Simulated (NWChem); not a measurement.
Species: CH4Cl2Sn; SMILES [CH3][SnH]([Cl])[Cl]

```xyz
8

Sn    -0.3156    -0.0002     0.3167
C     -2.0692    -0.0008    -0.8918
Cl     0.9655    -1.8835    -0.2665
Cl     0.9646     1.8835    -0.2671
H     -0.4529     0.0000     2.0192
H     -2.6623    -0.9002    -0.6764
H     -2.6615     0.8995    -0.6784
H     -1.7636    -0.0022    -1.9464
```
Atoms are numbered in this order, from 1.

Level: PBE0/def2-SVP with def2 effective core potentials on Sn (NWChem), optimised geometry, unscaled harmonic frequencies. def2 effective core potentials on Sn; no spin-orbit coupling.

List the harmonic frequencies with IR intensities, and the thermochemistry.


```tsv
frequency (cm⁻¹)	IR intensity (km/mol)
33	0.0
112	4.4
123	0.8
134	6.8
373	33.6
384	66.3
538	81.8
546	3.5
586	52.1
776	60.1
789	55.2
1217	1.0
1422	4.1
1425	4.0
1960	126.4
3080	0.3
3205	0.1
3211	0.6
```

- zero-point energy: 28.5 kcal/mol
- thermal correction to the enthalpy at 298.15 K (with zero-point energy): 33.6 kcal/mol
- heat capacity Cv: 21.9 cal/(mol K)
- entropy at 298.15 K and 1 atm (symmetry number 1): 89.1 cal/(mol K)

Rigid rotor and harmonic oscillator; modes under 100 cm⁻¹ make the entropy uncertain.
